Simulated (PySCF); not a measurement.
Coordinates in bohr (charge 0 multiplicity 5):
```
Os    0.0000    0.0000    0.0000
F     3.5231    0.0000    0.0000
F    -3.5231    0.0000    0.0000
F     0.0000    3.5231    0.0002
F     0.0000   -3.5231   -0.0002
```

All numbers come from UPBE0/[Os def2-SVP with ECP60, F def2-SVP], scalar-relativistic core potentials, density fitting, no spin–orbit coupling, PySCF.

This geometry of OsF₄ is a stationary point at this level.

Q: What is the point group?

A: D4h.

Q: Is it a minimum?

A: Yes: all harmonic wavenumbers are real.

Q: List the harmonic modes with their infrared intensities.

A: 
```
symmetry  ω (cm⁻¹)  IR (km/mol, summed over degenerate members)
     b2u        67                                          0.0
     a2u       164                                         28.8
      eu       241                                         19.2
     b2g       247                                          0.0
     b1g       680                                          0.0
      eu       715                                          402
     a1g       721                                          0.0
```

Q: Give the atomic charges and bond orders.

A: 
| atom | Mulliken | Löwdin | polar tensor | spin (Mulliken) | Mayer order to Os1 |
| --- | --- | --- | --- | --- | --- |
| Os1 | 1.44 | 0.62 | 2.47 | 3.33 | – |
| F2,3,4,5 | -0.36 | -0.16 | -0.62 | 0.17 | 0.98 |

In D4h the vibrations span b2u + a2u + 2eu + b2g + b1g + a1g. The a1g, b1g, b2g, b2u modes carry no infrared intensity, as symmetry demands. With a centre of inversion only u modes can be infrared active and only g modes Raman active.

Only a few start shapes were tried, so a lower isomer may exist. Other spin states or occupations of the open shell can lie lower. With an element this heavy the missing spin–orbit coupling can shift these numbers.
